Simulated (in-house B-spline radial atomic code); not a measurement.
A run on neutral potassium that did not converge. Method: scalar-relativistic (X2C) wB97X, spin-polarised, spherical fractional occupations, Fermi nucleus of rms radius 3.4349 fm; computed with an all-electron radial atomic-structure program (B-spline basis). In the input, 2p2,3 would mean two up and three down electrons.

Command:
```bash
python run_scf.py task.json out
```
Settings (nuclear radius in fm, mass in u):
```
Z                19
configuration    1s2 2s2 2p6 3s2 3p6 4s0,1
hamiltonian      x2c
method           wb97x
spin_polarised   True
nucleus          fermi
rms_radius       3.4349
atomic_mass      38.96371
speed_of_light   137.035999084
```

First and last ten iterations of the last attempt (damped for 15 steps, keeping 80 % of the old Fock matrix, then DIIS):
```
 iter        energy (Eh)    residual
    1        -600.225635    2.72e-01
    2        -601.765810    1.02e-01
    3        -601.992977    7.13e-02
    4        -602.110376    5.04e-02
    5        -602.171031    3.63e-02
    6        -602.202319    2.62e-02
    7        -602.218451    1.89e-02
    8        -602.226788    1.37e-02
    9        -602.231122    9.97e-03
   10        -602.233400    7.30e-03
  111        -602.236343    1.81e-06
  112        -602.236343    1.92e-06
  113        -602.236343    1.55e-06
  114        -602.236343    1.54e-06
  115        -602.236343    1.48e-06
  116        -602.236343    2.62e-06
  117        -602.236343    1.68e-06
  118        -602.236343    1.55e-06
  119        -602.236343    1.50e-06
  120        -602.236343    1.79e-06
 not converged after 120 iterations
```

The smallest residual met was 1.4e-06; the threshold is about 2e-07. Over the last five steps the energy moves by less than 1e-08 hartree, but the orbitals didn't meet the threshold. Time taken, with all properties: 6.8 s on 1 thread of Arm Neoverse V2 (shared host).
